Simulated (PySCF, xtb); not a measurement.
Ge(F)(SH)3 (FGeH3S3), SMILES [F][Ge]([SH])([SH])[SH].

GFN2-xTB (xtb) at its own geometry gives an orbital gap of 2.97 eV and a dipole moment of 0.74 D.

Geometry: B3LYP-D3(BJ)/def2-SVP. The structure was generated by enumeration, and PubChem lists no compound with its InChIKey, so it may never have been made. One conformer was computed; it need not be the lowest.

### Question
What does PySCF with M06-2X/def2-TZVP give? (The exact figures need the calculation; the answer reports its results.)

### Answer
gap 8.96 eV (levels -9.25 and -0.28 eV), dipole 0.13 D.
